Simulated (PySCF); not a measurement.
Solvent effects on NMR parameters

Geometry:
| atom | x (Å) | y (Å) | z (Å) |
| --- | --- | --- | --- |
| O1 | 2.765 | 1.300 | 0.266 |
| C2 | 2.455 | 0.154 | 0.068 |
| O3 | 2.961 | -0.866 | 0.768 |
| C4 | 1.439 | -0.297 | -0.952 |
| C5 | 0.032 | -0.117 | -0.428 |
| C6 | -0.853 | -1.197 | -0.366 |
| C7 | -2.152 | -1.017 | 0.108 |
| C8 | -2.586 | 0.237 | 0.528 |
| C9 | -1.692 | 1.301 | 0.464 |
| F10 | -2.093 | 2.506 | 0.862 |
| C11 | -0.396 | 1.146 | -0.005 |
| H12 | 3.567 | -0.479 | 1.420 |
| H13 | 1.615 | -1.347 | -1.216 |
| H14 | 1.585 | 0.326 | -1.847 |
| H15 | -0.523 | -2.186 | -0.690 |
| H16 | -2.837 | -1.867 | 0.153 |
| H17 | -3.597 | 0.407 | 0.903 |
| H18 | 0.278 | 2.005 | -0.027 |

GIAO PBE0/pcSseg-1 in PySCF 2.14 on one PBE0-D3(BJ)/def2-SVP conformer, non-relativistic, equivalent nuclei averaged. Solvents enter as an IEF-PCM continuum (cyclohexane with ε = 2.0, chloroform with ε = 4.7, dimethylsulfoxide with ε = 46.8) around the gas-phase geometry. Shifts are referred to TMS, CFCl3 computed in the same medium.

Gas phase, δ in ppm: C2 175.7, C9 170.7, C5 141.9, C7 135.4, C6 129.5, C11 120.9, C8 120.0, C4 41.5, F10 -109.7, H18 7.74, H16 7.41, H17 7.09, H15 7.06, H12 5.63. Dipole moment 2.78 D.

Question: How does each δ change in the continuum?

Answer: 
| atoms | environment | Δδ, cyclohexane | Δδ, chloroform | Δδ, dimethylsulfoxide |
| --- | --- | --- | --- | --- |
| C2 | carboxylic acid carbon | +1.7 | +3.1 | +4.2 |
| C9 | aromatic carbon bearing fluorine | +0.1 | +0.3 | +0.4 |
| C5 | substituted aromatic carbon | +0.9 | +1.7 | +2.4 |
| C7 | aromatic CH | +0.9 | +1.6 | +2.4 |
| C6 | aromatic CH | +0.9 | +1.8 | +2.5 |
| C11 | aromatic CH | +0.1 | +0.1 | +0.1 |
| C8 | aromatic CH | +0.4 | +0.7 | +1.1 |
| C4 | sp3 CH2 α to a carbonyl | +0.4 | +0.8 | +1.1 |
| F10 | aryl fluorine | -2.2 | -3.6 | -4.6 |
| H18 | hydrogen on an aromatic CH | 0.00 | -0.02 | -0.04 |
| H16 | hydrogen on an aromatic CH | +0.11 | +0.21 | +0.30 |
| H17 | hydrogen on an aromatic CH | +0.09 | +0.17 | +0.24 |
| H15 | hydrogen on an aromatic CH | +0.13 | +0.25 | +0.36 |
| H12 | hydrogen on an acid hydroxyl oxygen | +0.38 | +0.67 | +0.92 |

Changes are relative to the gas phase. The dipole moment becomes 3.12 D in cyclohexane, 3.42 D in chloroform, 3.70 D in dimethylsulfoxide.

Question: Which of the listed nuclei move most (in ppm), and what does the model miss? (N and O are left out, as their reference compounds move with the solvent too.)

Answer: F10 (aryl fluorine, -4.6 ppm) in dimethylsulfoxide. A continuum only polarises the solute; specific hydrogen bonds, the anisotropy of aromatic solvents and changes of geometry or conformer are outside it.
